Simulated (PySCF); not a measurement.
Be(H)(OMe) (CH4BeO), SMILES [BeH][O]C. Geometry optimised at r2SCAN-D4/def2-TZVP.

Computed equilibrium geometry at r2SCAN-D4/def2-TZVP (PySCF confirms it by a frequency run) as Cartesian coordinates in Å, and its point group:
point group C3v.
```xyz
7

Be     0.0000     0.0000     1.6270
H      0.0000     0.0000     2.9602
O      0.0000     0.0000     0.2447
C      0.0000     0.0000    -1.1411
H     -0.8878    -0.5126    -1.5264
H      0.0000     1.0252    -1.5264
H      0.8878    -0.5126    -1.5264
```
